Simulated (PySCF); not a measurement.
An element was calculated at PBE (PySCF 2.14, spin-free X2C, a double-zeta basis, no spin-orbit coupling), in the ground configurations that NIST lists.

| Item | Value |
| --- | --- |
| first ionisation energy | 6.415 eV |
| second ionisation energy | 12.408 eV |
| third ionisation energy | 25.785 eV |

Task: Which element is it?

Result: Ytterbium (Yb, Z = 70), in cc-pVDZ-X2C. NIST lists 6.254, 12.179, 25.053 ± 0.025 eV for these ionisation energies.
